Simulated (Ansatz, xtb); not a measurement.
**Relative energy of two isomers of C4H8SSi**

Structure X is `C#C[Si](C)(C)S`, a singlet and structure Y is `C#CC[Si@@H](C)S`, a singlet. Both are isolated molecules in the gas phase, relaxed with B3LYP/def2-SVP; the shapes shown needn't be the lowest conformers.

X (Å):

```yaml
atoms:
  - { symbol: C, position_ang: [0.8634, 0.6484, 2.2648] }
  - { symbol: C, position_ang: [0.4728, 0.5898, 1.1128] }
  - { symbol: C, position_ang: [1.3663, 0.6643, -1.7956] }
  - { symbol: C, position_ang: [-1.3443, 1.9129, -0.9387] }
  - { symbol: S, position_ang: [-1.0591, -1.4242, -0.8006] }
  - { symbol: Si, position_ang: [-0.1087, 0.5264, -0.6354] }
  - { symbol: H, position_ang: [1.2070, 0.6968, 3.2824] }
  - { symbol: H, position_ang: [1.8749, 1.6334, -1.6601] }
  - { symbol: H, position_ang: [1.0457, 0.5908, -2.8479] }
  - { symbol: H, position_ang: [2.0923, -0.1398, -1.6008] }
  - { symbol: H, position_ang: [-0.8652, 2.8955, -0.7938] }
  - { symbol: H, position_ang: [-2.1956, 1.8352, -0.2453] }
  - { symbol: H, position_ang: [-1.7349, 1.8717, -1.9689] }
  - { symbol: H, position_ang: [-1.3963, -1.2660, -2.1033] }
```

Y (Å):

```csv
atom,x (Å),y (Å),z (Å)
C,-1.8449,2.6053,-0.4750
C,-0.7809,2.4266,-1.0305
C,0.4803,2.1446,-1.6997
C,0.8127,-0.6300,-0.3342
S,-0.7643,-0.5074,-3.3165
Si,0.7541,0.2708,-1.9833
H,-2.7803,2.7910,0.0179
H,1.3294,2.5283,-1.1042
H,0.5223,2.6503,-2.6800
H,2.0289,0.0923,-2.7357
H,-0.1212,-0.4734,0.2287
H,1.6495,-0.2598,0.2819
H,0.9467,-1.7120,-0.4876
H,-1.7972,-0.0672,-2.5574
```

Quicker runs give these differences E(Y) − E(X): GFN2-xTB −0.288 eV; HF/STO-3G +0.686 eV (at GFN2-xTB geometries); r2SCAN-D4/def2-SVP +0.522 eV (at GFN2-xTB geometries).

Question: Estimate E(Y) − E(X) at the level CCSD(T)/def2-SVP + ΔMP2/def2-TZVPP.

Answer: Calculated at CCSD(T)/def2-SVP + ΔMP2/def2-TZVPP: E(Y) − E(X) = +0.634 eV, so structure X lies lower.

The same difference at several levels:

```csv
level,geometry,E(Y) − E(X) (eV),departure from the last row (eV),"job, with rough time for the two"
GFN2-xTB,GFN2-xTB,−0.288,−0.922,"optimisation, 0.41 s"
HF/STO-3G,GFN2-xTB,+0.686,+0.053,"single point, 0.94 s"
r2SCAN-D4/def2-SVP,GFN2-xTB,+0.522,−0.112,"single point, 11 s"
B3LYP/def2-SVP,B3LYP/def2-SVP,+0.491,−0.143,"optimisation, 2 min"
HF/def2-SVP,B3LYP/def2-SVP,+0.545,−0.089,part of the CCSD(T) run
MP2/def2-SVP,B3LYP/def2-SVP,+0.549,−0.085,part of the CCSD(T) run
CCSD(T)/def2-SVP,B3LYP/def2-SVP,+0.526,−0.108,single point
CCSD(T)/def2-SVP + ΔMP2/def2-TZVPP,B3LYP/def2-SVP,+0.634,,"single point, 2.2 min"
```

As drawn, Y has 1 C–C, 1 Si–H in place of 1 C–Si, 1 C–H.

GFN2-xTB puts the two in the other order. The largest departure from CCSD(T)/def2-SVP + ΔMP2/def2-TZVPP is that of GFN2-xTB, 0.922 eV. The last row adds to CCSD(T) the change of the MP2 difference between the two basis sets, here +0.108 eV.

With thermal terms from frequencies at re-optimised GFN2-xTB minima (ideal gas, soft modes damped towards free rotors, one conformer each, 298.15 K, 1 atm): on the last row, ΔE + ΔZPE = +0.595, ΔH = +0.572, ΔG = +0.631 eV.

The correlated steps freeze 14 core orbitals. Mirror images aren't counted in ΔG. Codes used: Ansatz 0.2.0, xtb 6.7.1; the last row on 2 threads of Arm Neoverse N1 on a shared host.
